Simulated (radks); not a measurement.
Values are calculated unless marked as measured or tabulated.
Excited configurations of the caesium ion Cs39+: one electron is placed in a higher orbital outside [Ne] 3s2 3p3. The ground configuration is [Ne] 3s2 3p4. Level of theory: scalar-relativistic Kohn-Sham, LDA (Slater exchange, Perdew-Wang correlation), spin-polarised, spherical densities, finite nucleus; open shells are filled with parallel spins first (spin-orbit coupling, left out, can overturn this in heavy ions); Fermi nuclear charge, rms radius 4.8041 fm (a radial shooting solver on a logarithmic mesh with Libxc functionals). Excitation = E - E(ground); binding = E(ion) - E, where the ion is the core of charge +40; n* = 40/sqrt(2 binding) in atomic units. These energies are relativistic, and a one-electron ion of charge +40 with no core already has n* below n in this formula (scalar-relativistic equation, point nucleus: 3d 2.994, 4f 3.996, 5s 4.963, 5p 4.978, 5d 4.989, 5f 4.994, 6s 5.962, 6d 5.988, 6f 5.993, 7s 6.961).

[
 {"outer orbital": "3d", "excitation (eV)": "182.76", "binding (eV)": "2695.4", "n*": "2.842", "eigenvalue (eV)": "-2647.2"},
 {"outer orbital": "4f", "excitation (eV)": "1469.1", "binding (eV)": "1409.0", "n*": "3.931", "eigenvalue (eV)": "-1383.5"},
 {"outer orbital": "5s", "excitation (eV)": "1880.4", "binding (eV)": "997.77", "n*": "4.671", "eigenvalue (eV)": "-986.79"},
 {"outer orbital": "5p", "excitation (eV)": "1915.2", "binding (eV)": "962.90", "n*": "4.755", "eigenvalue (eV)": "-951.96"},
 {"outer orbital": "5d", "excitation (eV)": "1954.5", "binding (eV)": "923.60", "n*": "4.855", "eigenvalue (eV)": "-912.29"},
 {"outer orbital": "5f", "excitation (eV)": "1981.4", "binding (eV)": "896.77", "n*": "4.927", "eigenvalue (eV)": "-884.52"},
 {"outer orbital": "6s", "excitation (eV)": "2200.9", "binding (eV)": "677.22", "n*": "5.670", "eigenvalue (eV)": "-670.08"},
 {"outer orbital": "6d", "excitation (eV)": "2242.7", "binding (eV)": "635.43", "n*": "5.853", "eigenvalue (eV)": "-628.22"},
 {"outer orbital": "6f", "excitation (eV)": "2257.6", "binding (eV)": "620.56", "n*": "5.923", "eigenvalue (eV)": "-612.95"},
 {"outer orbital": "7s", "excitation (eV)": "2388.5", "binding (eV)": "489.66", "n*": "6.668", "eigenvalue (eV)": "-484.63"}
]

The Delta-SCF ionisation energy is 2878.1 eV (NIST Atomic Spectra Database: 2859 eV, theoretical). Self-interaction in the functional shifts the binding energies and quantum defects, so they are the method's values and not measured ones. Open shells are spherical and high-spin; term and fine-structure splittings are not resolved. Spin-orbit splitting is averaged out at the scalar-relativistic level.
